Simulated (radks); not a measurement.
Fractional charge and spin in the 4s shell of germanium: the spin-up occupation runs from 0 to 1 and the spin-down occupation from 0 to 1; the fullest corner is Ge, [Ar] 3d10 4p(up 1, down 1) 4s(up 1, down 1). All-electron calculation, non-relativistic Kohn-Sham, LDA (Slater exchange, Perdew-Wang correlation), spin-polarised, spherical densities, point nucleus. Program: a radial shooting solver on a logarithmic mesh with Libxc functionals. Energy (eV) above the fullest corner. The planes named below are the two flat planes that join the four corners, with an edge along up + down = one added electron.

down \ up,0,0.5,1
0,41.712,27.517,15.768
0.5,27.517,16.014,6.816
1,15.768,6.816,0.000

Corners above the fullest one (they belong to Ge+ and the next ion): (up 1, down 0) 15.768 eV, (up 0, down 1) 15.768 eV, (up 0, down 0) 41.712 eV. With half an added electron in each spin the energy lies 0.246 eV from the planes, and with half an added electron in spin up alone -1.223 eV. The planes are only a guide here: the flat-plane condition holds for ground states with one frontier orbital, while this shell lies below other occupied shells, so the corners above the fullest one are inner-hole states and not the ground states of those ions.
